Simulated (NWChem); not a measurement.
System: SiHSI, singlet; SMILES S[Si]I

Output (shortened):

```
             Northwest Computational Chemistry Package (NWChem) 7.3.0
             --------------------------------------------------------

 CS  symmetry detected

                             Geometry "geometry" -> ""
                             -------------------------

 Output coordinates in angstroms (scale by  1.889725989 to convert to a.u.)

  No.       Tag          Charge          X              Y              Z
 ---- ---------------- ---------- -------------- -------------- --------------
    1 Si                  14.0000     1.09843469    -1.10564775     0.00000000
    2 I                   53.0000    -0.10166436     1.07552200     0.00000000
    3 S                   16.0000    -0.63074865    -2.37549080     0.00000000
    4 H                    1.0000     0.10210355    -3.51574484     0.00000000

 Effective nuclear repulsion energy (a.u.)     356.6928775653

      Symmetry information
      --------------------

 Group name             Cs
 Group number              2
 Group order               2
 No. of unique centers     4

                                 NWChem DFT Module
                                 -----------------

 Summary of "ao basis" -> "ao basis" (spherical)
 ------------------------------------------------------------------------------
       Tag                 Description            Shells   Functions and Types
 ---------------- ------------------------------  ------  ---------------------
 Si                         def2-svp                 8       18   4s3p1d
 I                          def2-svp                10       26   4s4p2d
 S                          def2-svp                 8       18   4s3p1d
 H                          def2-svp                 3        5   2s1p

      Symmetry analysis of basis
      --------------------------

        a'         48
        a"         19

            General Information
            -------------------
          SCF calculation type: DFT
          Wavefunction type:  closed shell.
          No. of atoms     :     4
          No. of electrons :    56
           Alpha electrons :    28
            Beta electrons :    28
          Charge           :     0
          Spin multiplicity:     1
          Use of symmetry is: on ; symmetry adaption is: on
          Maximum number of iterations: 150
          AO basis - number of functions:    67
                     number of shells:    29
          Convergence on energy requested:  1.00D-06
          Convergence on density requested:  1.00D-05
          Convergence on gradient requested:  5.00D-04

              XC Information
              --------------
                      r^2SCAN Method XC Functional
               r^2SCAN metaGGA Exchange Functional  1.000
                     r^2SCAN Correlation Potential  1.000

             Grid Information
             ----------------
          Grid used for XC integration:  fine
          Radial quadrature: Mura-Knowles
          Angular quadrature: Lebedev.
          Tag              B.-S. Rad. Rad. Pts. Rad. Cut. Ang. Pts.
          ---              ---------- --------- --------- ---------
          Si                  1.10      123           9.0       770
          I                   1.40      141          12.0       974
          S                   1.00      123          11.0       770
          H                   0.35       60          12.0       590
          Grid pruning is: on
          Number of quadrature shells:   447
          Spatial weights used:  Erf1

      Superposition of Atomic Density Guess
      -------------------------------------

 Sum of atomic energies:       -1033.71226167

      Non-variational initial energy
      ------------------------------

 Total energy =    -983.684843
 1-e energy   =   -1871.590577
 2-e energy   =     685.663776
 HOMO         =      -0.238419
 LUMO         =      -0.041165

      Symmetry analysis of molecular orbitals - initial
      -------------------------------------------------

  Numbering of irreducible representations:

     1 a'          2 a"

  Orbital symmetries:

     1 a'          2 a'          3 a'          4 a'          5 a'
     6 a'          7 a"          8 a'          9 a'         10 a'
    11 a"         12 a'         13 a'         14 a"         15 a'
    16 a'         17 a"         18 a'         19 a"         20 a'
    21 a'         22 a'         23 a'         24 a'         25 a"
    26 a'         27 a"         28 a'         29 a"         30 a'
    31 a'         32 a'         33 a'         34 a'         35 a'
    36 a'         37 a'         38 a"

     ---------------------------------------------
      Total Density - Mulliken Population Analysis
     ---------------------------------------------

    Atom       Charge   Shell Charges
 -----------   ------   -------------------------------------------------------
    1 Si  14    13.28   2.00  1.99  1.27  0.61  5.93  0.63  0.75  0.10
    2 I   25    25.46   1.83  0.22  1.23  0.67  2.92  3.14  2.69  2.74  9.82  0.20
    3 S   16    16.47   2.00  1.99  1.21  0.64  5.94  1.81  2.85  0.03
    4 H    1     0.79   0.58  0.19  0.03

[...]

                         DFT ENERGY GRADIENTS

    atom               coordinates                        gradient
                 x          y          z           x          y          z
   1 Si      2.075741  -2.089371   0.000000   -0.003099   0.000200   0.000000
   2 I      -0.192118   2.032442   0.000000    0.000960  -0.001972   0.000000
   3 S      -1.191942  -4.489027   0.000000    0.002408   0.001237   0.000000
   4 H       0.192948  -6.643794   0.000000   -0.000270   0.000535   0.000000
```

Level: r2SCAN/def2-SVP with def2 effective core potentials on I. Low-valent species are run as closed-shell singlets; no triplet was tried in these runs. The geometry was optimised at PBE0/def2-SVP. def2 effective core potentials on I; no spin-orbit coupling.

### Question
Write an input that gives this output.

### Answer
This is not unique; one that fits is the input that was run:
```
start job
memory heap 200 mb stack 900 mb global 1100 mb
geometry units angstroms noautoz
  Si     1.096702    -1.113319    -0.001045
  I     -0.110391     1.063987     0.001025
  S     -0.628397    -2.388705    -0.001670
  H      0.108111    -3.526601    -0.002354
end
basis spherical
  * library def2-svp
end
ecp
  I library def2-ecp
end
dft
  xc r2scan
  grid fine
  iterations 150
  mulliken
end
task dft gradient
```
